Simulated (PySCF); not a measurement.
How methods differ on the ionisation energy of Nb(2+)

Nb(2+) [Kr] 4d3 (4F) → Nb(3+) [Kr] 4d2 (3F), as a difference of total energies. All numbers are calculated (PySCF 2.14, scalar relativity by spin-free X2C-1e, in x2c-TZVPPall with one added diffuse shell each of s, p, d, f type (9s7p7d3f1g, 95 functions)). Correlated levels: valence and next inner shell: [Ar] 3d10 frozen. The calculations carry no spin-orbit coupling.

**Question.** Order these methods by the ionisation energy they give, lowest first.
A. MP2 (valence and next inner shell)
B. CCSD(T) (valence and next inner shell)
C. UHF
D. SCS-MP2 (valence and next inner shell)

**Answer.** C (24.236 eV), D (24.794 eV), B (24.965 eV), A (25.005 eV).

A first-order spin-orbit estimate (lowest level to lowest level, LS coupling) adds -0.023 eV.

Errors of the correlated levels include the incompleteness of this basis and the frozen core.

For comparison: 25.04 eV (semi-empirical (NIST evaluation); NIST Atomic Spectra Database, ionization energies).
